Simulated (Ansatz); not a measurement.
Basis-set extrapolation for C₃H₇BO (`B/C=C/CO`) (PBE0-D4/def2-TZVP geometry, frozen core, Ansatz). Multiplicity 1, RHF reference.

```
                      def2-TZVPP   def2-QZVPP
                 HF  -217.269932  -217.280109
    MP2 correlation    -0.830537    -0.887820
CCSD(T) correlation    -0.908425      not run
```

Energies in hartree. Use E(X) = E(∞) + A·exp(−7.88·√X) for Hartree–Fock and E(X) = E(∞) + B·X^(−2.97) for correlation, with X = 3 and 4, and add CCSD(T) minus MP2 of the smaller set to the MP2 limit.

Question: What is the CCSD(T) energy at the basis-set limit?

Answer: HF limit: -217.280109 + (-0.010177) × 0.13774 = -217.28151. MP2 limit: -0.887820 + (-0.057283) × 0.74074 = -0.93025. Higher-order term: -0.908425 − (-0.830537) = -0.07789. Total: -218.28965 hartree, 292.2 kJ/mol below CCSD(T)/def2-TZVPP.
